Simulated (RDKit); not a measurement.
RDKit input (UFF):

```python
from rdkit import Chem
from rdkit.Chem import AllChem, rdDetermineBonds

mol = Chem.MolFromXYZFile('mol.xyz')
rdDetermineBonds.DetermineBonds(mol, charge=0)
print('SMILES', Chem.MolToSmiles(Chem.RemoveHs(mol)))
ff = AllChem.UFFGetMoleculeForceField(mol)
e0 = ff.CalcEnergy()
flag = ff.Minimize(maxIts=5000, forceTol=1e-5)
print(f'energy {e0:.4f} -> {ff.CalcEnergy():.4f} kcal/mol, converged: {flag == 0}')
print(Chem.MolToXYZBlock(mol))
```
mol.xyz:
```
12

C      3.47416900    -0.09281200     0.09175300
C      2.43103600    -0.91032300     0.01434100
C      1.31988800    -0.76339100    -0.96685100
Ge    -0.28660600    -0.01591200    -0.11710900
Cl    -0.87177300    -1.18859800     1.59514300
Cl    -1.94797800     0.01887600    -1.49296500
Cl     0.05934700     2.00069300     0.55152600
H      3.59133500     0.74631300    -0.58395600
H      4.24608200    -0.23547900     0.83581200
H      2.34050400    -1.73170600     0.71733200
H      1.56717200    -0.07978000    -1.77945400
H      1.00261700    -1.71750200    -1.39066600
```

Output:

```
SMILES C=C[CH2][Ge]([Cl])([Cl])[Cl]
energy 2.6404 -> 0.1345 kcal/mol, converged: True
12

C      3.250958   -0.070189    0.286372
C      2.414865   -1.065116   -0.022680
C      1.287918   -0.877297   -0.995240
Ge    -0.170459    0.132947   -0.182361
Cl    -0.717556   -0.775568    1.705784
Cl    -1.878406    0.098243   -1.512136
Cl     0.424750    2.188611    0.150901
H      3.136164    0.914639   -0.155224
H      4.065042   -0.242053    0.982847
H      2.574133   -2.045767    0.415809
H      1.644547   -0.355940   -1.908840
H      0.893838   -1.872132   -1.290326
```

The geometry given is a B3LYP-D3(BJ)/def2-TZVP minimum.
